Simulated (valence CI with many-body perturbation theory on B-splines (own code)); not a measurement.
**Nd+: calculated level list**

Calculated by configuration interaction combined with many-body perturbation theory (CI+MBPT): five valence electrons over a frozen Dirac-Fock core [Xe], a basis of 7 s, 7 p, 7 d, 7 f, 4 g, 2 h functions for each j, with the one-electron correlation potential Σ1 (screened to all orders), the two-electron term Σ2, the three-electron term Σ3, Breit, model QED; selected single and double excitations, second order for the rest (own B-spline code, finite nucleus).

Set against measurement, 23 paired levels are off by 2439 cm⁻¹ on average, the worst by 4380. These come from a selection out of the NIST Handbook of Basic Atomic Spectroscopic Data. Levels without a partner in it may be off by more, other configurations by several thousand cm⁻¹. Not all symmetries were solved, so the list stops early. Among the levels kept, up to 2800 cm⁻¹ of a level comes from second order outside the variational space, and about a tenth of that is noise between levels of different J, which matters for small intervals. Only levels of the ground parity were solved; by the run's estimate the other parity begins above the list, which can be wrong where configurations are misplaced. 19 measured levels below the end of the list, from 8010 cm⁻¹ on, found no clear computed partner, and computed levels of the same name lie up to 4383 cm⁻¹ from them.

Levels 1 to 43 of 43, with energies above the lowest level, 4f4.6s 6I_7/2. "Leading %" is the weight of the configuration and term that name the level; weights of strongly mixed levels are sums over their largest components and can fall short. In the jj column 3d3/2^4 stands for four electrons in 3d with j = 3/2.

| No. | Configuration | Term | J | E (cm⁻¹) | Leading % | g | Leading jj | Second component |
| --- | --- | --- | --- | --- | --- | --- | --- | --- |
| 1 | 4f4.6s | 6I | 7/2 | 0.0 | 92 | 0.450 | 4f5/2^3 4f7/2 6s (38 %) |  |
| 2 | 4f4.6s | 6I | 9/2 | 473 | 62 | 0.799 | 4f5/2^3 4f7/2 6s (41 %) | 29 % 4f4.6s 4I |
| 3 | 4f4.6s | 6I | 11/2 | 1497 | 74 | 1.022 | 4f5/2^3 4f7/2 6s (56 %) | 19 % 4f4.6s 4I |
| 4 | 4f4.6s | 4I | 9/2 | 1584 | 62 | 0.762 | 4f5/2^3 4f7/2 6s (56 %) | 30 % 4f4.6s 6I |
| 5 | 4f4.6s | 6I | 13/2 | 2664 | 82 | 1.152 | 4f5/2^2 4f7/2^2 6s (68 %) | 12 % 4f4.6s 4I |
| 6 | 4f4.6s | 4I | 11/2 | 3040 | 73 | 0.979 | 4f5/2^2 4f7/2^2 6s (64 %) | 20 % 4f4.6s 6I |
| 7 | 4f4.6s | 6I | 15/2 | 3854 | 88 | 1.234 | 4f5/2 4f7/2^3 6s (46 %) | 5 % 4f4.6s 4I |
| 8 | 4f4.6s | 4I | 13/2 | 4524 | 81 | 1.110 | 4f5/2^2 4f7/2^2 6s (43 %) | 12 % 4f4.6s 6I |
| 9 | 4f4.6s | 6I | 17/2 | 5140 | 91 | 1.290 | 4f5/2 4f7/2^3 6s (42 %) |  |
| 10 | 4f4.6s | 4I | 15/2 | 5921 | 85 | 1.197 | 4f5/2 4f7/2^3 6s (43 %) | 5 % 4f4.6s 6I |
| 11 | 4f4.5d | 6L | 11/2 | 8419 | 87 | 0.628 | 4f5/2^3 4f7/2 5d3/2 (36 %) | 8 % 4f4.5d 4K |
| 12 | 4f4.5d | 6L | 13/2 | 9436 | 90 | 0.857 | 4f5/2^3 4f7/2 5d3/2 (45 %) |  |
| 13 | 4f4.6s | 6F | 1/2 | 9510 | 89 | -0.638 | 4f5/2^3 4f7/2 6s (64 %) | 4 % 4f4.6s 4D |
| 14 | 4f4.6s | 6F | 3/2 | 9750 | 86 | 1.044 | 4f5/2^3 4f7/2 6s (48 %) | 4 % 4f4.6s 4D |
| 15 | 4f4.5d | 6K | 9/2 | 10106 | 80 | 0.576 | 4f5/2^3 4f7/2 5d3/2 (36 %) | 14 % 4f4.5d 4I |
| 16 | 4f4.6s | 6F | 5/2 | 10138 | 80 | 1.298 | 4f5/2^2 4f7/2^2 6s (46 %) | 7 % 4f4.6s 4F |
| 17 | 4f4.5d | 6L | 15/2 | 10564 | 92 | 1.006 | 4f5/2^2 4f7/2^2 5d3/2 (39 %) |  |
| 18 | 4f4.6s | 4F | 3/2 | 10664 | 85 | 0.450 | 4f5/2^3 4f7/2 6s (40 %) | 5 % 4f4.6s 2D |
| 19 | 4f4.6s | 6S | 5/2 | 10764 | 86 | 1.957 | 4f5/2^2 4f7/2^2 6s (46 %) | 7 % 4f4.6s 4P |
| 20 | 4f4.6s | 6F | 7/2 | 10833 | 84 | 1.377 | 4f5/2^3 4f7/2 6s (46 %) | 8 % 4f4.6s 4F |
| 21 | 4f4.5d | 6K | 11/2 | 10996 | 84 | 0.853 | 4f5/2^3 4f7/2 5d3/2 (48 %) | 9 % 4f4.5d 4I |
| 22 | 4f4.6s | 4F | 5/2 | 11385 | 81 | 1.047 | 4f5/2^3 4f7/2 6s (45 %) | 7 % 4f4.6s 6F |
| 23 | 4f4.6s | 6F | 9/2 | 11499 | 81 | 1.404 | 4f5/2^2 4f7/2^2 6s (45 %) | 6 % 4f4.6s 4F |
| 24 | 4f4.5d | 6I | 7/2 | 11596 | 75 | 0.491 | 4f5/2^3 4f7/2 5d3/2 (33 %) | 16 % 4f4.5d 4H |
| 25 | 4f4.6s | 4S | 3/2 | 11612 | 87 | 1.946 | 4f5/2^2 4f7/2^2 6s (46 %) | 5 % 4f4.6s 2P |
| 26 | 4f4.5d | 6L | 17/2 | 11688 | 94 | 1.108 | 4f5/2^2 4f7/2^2 5d5/2 (46 %) |  |
| 27 | 4f4.5d | 6K | 13/2 | 11874 | 88 | 1.017 | 4f5/2^2 4f7/2^2 5d3/2 (35 %) |  |
| 28 | 4f4.6s | 4F | 7/2 | 12221 | 74 | 1.193 | 4f5/2^2 4f7/2^2 6s (40 %) | 4 % 4f4.6s 4G |
| 29 | 4f4.6s | 6F | 11/2 | 12559 | 86 | 1.435 | 4f5/2^2 4f7/2^2 6s (44 %) | 8 % 4f4.6s 4G |
| 30 | 4f4.5d | 6G | 3/2 | 12713 | 76 | 0.032 | 4f5/2^4 5d5/2 (34 %) | 10 % 4f4.6s 6G |
| 31 | 4f4.5d | 6I | 9/2 | 12803 | 59 | 0.892 | 4f5/2^3 4f7/2 5d3/2 (59 %) | 25 % 4f4.5d 4H |
| 32 | 4f4.5d | 6L | 19/2 | 12859 | 94 | 1.182 | 4f5/2 4f7/2^3 5d5/2 (41 %) |  |
| 33 | 4f4.5d | 6K | 15/2 | 12951 | 88 | 1.121 | 4f5/2^2 4f7/2^2 5d5/2 (31 %) |  |
| 34 | 4f4.6s | 4K | 11/2 | 13115 | 92 | 0.773 | 4f5/2^2 4f7/2^2 6s (46 %) |  |
| 35 | 4f4.5d | 4G | 5/2 | 13322 | 42 | 0.604 | 4f5/2^4 5d3/2 (38 %) | 18 % 4f4.5d 6H |
| 36 | 4f4.6s | 4F | 9/2 | 13323 | 80 | 1.310 | 4f5/2^2 4f7/2^2 6s (44 %) | 7 % 4f4.6s 2G |
| 37 | 4f4.5d | 6G | 7/2 | 13423 | 28 | 0.908 | 4f5/2^3 4f7/2 5d3/2 (24 %) | 24 % 4f4.5d 4H |
| 38 | 4f4.6s | 4K | 13/2 | 13423 | 55 | 0.954 | 4f5/2^2 4f7/2^2 6s (44 %) | 36 % 4f4.6s 2K |
| 39 | 4f4.6s | 6G | 3/2 | 13703 | 76 | 0.035 | 4f5/2^3 4f7/2 6s (37 %) | 9 % 4f4.5d 6G |
| 40 | 4f4.5d | 6I | 11/2 | 13738 | 68 | 1.049 | 4f5/2^2 4f7/2^2 5d3/2 (52 %) | 12 % 4f4.5d 4H |
| 41 | 4f4.6s | 4H | 7/2 | 13870 | 42 | 0.866 | 4f5/2^4 6s (35 %) | 14 % 4f4.6s 6G |
| 42 | 4f4.6s | 6G | 5/2 | 13906 | 70 | 0.809 | 4f5/2^3 4f7/2 6s (53 %) | 5 % 4f4.6s 4G |
| 43 | 4f4.6s | 4H | 9/2 | 13912 | 24 | 1.086 | 4f5/2^4 6s (42 %) | 20 % 4f4.6s 2H |

Names give the largest LS component (configuration and term), which can be under half, so a name can repeat, a term be missing and a line seem to break the LS rules; names also repeat where a configuration has a term twice.

Where two levels of one J and parity lie close, their mixing, g and order are uncertain.

The ionisation energy to 4f4 5I_4 of the next ion comes out as 10.232 eV (NIST: 10.783 ± 0.02 eV (semi-empirical), further off than twice its uncertainty). All 43 levels together are meant to be complete up to 13932 cm⁻¹.
